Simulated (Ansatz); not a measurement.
Reaction (ligand exchange at the Si–F bond): `F[SiH](F)[SiH3]` + CH₃SH → `CS[SiH](F)[SiH3]` + H–F

Calculated with Ansatz (gas phase, PBE0-D4/def2-TZVP geometries, no zero-point term in ΔE). CCSD(T)/CBS adds triple-zeta CCSD(T) − MP2 to the extrapolated MP2 energy (def2 sets, frozen cores). This one scheme is used for every species. DFT in def2-TZVPP. Each species was taken in one conformer, which may not be the lowest.

Problem. Is it downhill or uphill in electronic energy at CCSD(T)/CBS, and by how much? (Estimate.)

Solution. Computed: Uphill: ΔE = +74.2 kJ/mol.

Problem. What do these levels give: PBE-D4, r2SCAN-D4, ωB97X-V, SCS-MP2/def2-QZVPP, HF/CBS(def2), MP2/CBS(def2)? (An estimate is asked.)

Solution. Computed: PBE-D4 62.6, r2SCAN-D4 76.7, ωB97X-V 81.0, SCS-MP2/def2-QZVPP 80.9, HF/CBS(def2) 110.6, MP2/CBS(def2) 68.2 kJ/mol.

Largest T1 diagnostic among the species: 0.013.

The D4 term adds −12.9 kJ/mol with B3LYP and −7.2 kJ/mol with PBE0; it sums over pairs of atoms, weighted by their polarisabilities, and B3LYP, whose exchange is more repulsive, gets the larger term. In def2-TZVPP, CCSD(T) changes the Hartree–Fock value by −28.9 kJ/mol (the triples alone add −5.7 kJ/mol) and MP2 by −34.9 kJ/mol.

B3LYP here is the variant with VWN-RPA as its local correlation; programs differ in this.
